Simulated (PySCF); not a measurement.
# Correlation energy of Be (beryllium, neutral)

[He] 2s2, closed-shell 1S. All numbers are calculated (PySCF 2.14, no relativity, point nucleus, in 6-31G*). Frozen: 1s2; 2 electrons correlated.

Total MP2 correlation energy: -26.00 mhartree.

Same-spin part 0.00 and opposite-spin part -26.00 mhartree; SCS-MP2 scales them by 1/3 and 6/5 to -31.20 mhartree.

With two correlated electrons CCSD is exact within the correlated space (frozen core and kept virtual orbitals).

```
level  correlation energy (mhartree)
 CCSD                         -46.29
```

Diagnostics: T1 = 0.012, D1 = 0.0173, largest double amplitude 0.170.

Is a single reference adequate?

Not fully. A double-excitation amplitude exceeds 0.15, a sign of near-degeneracy.
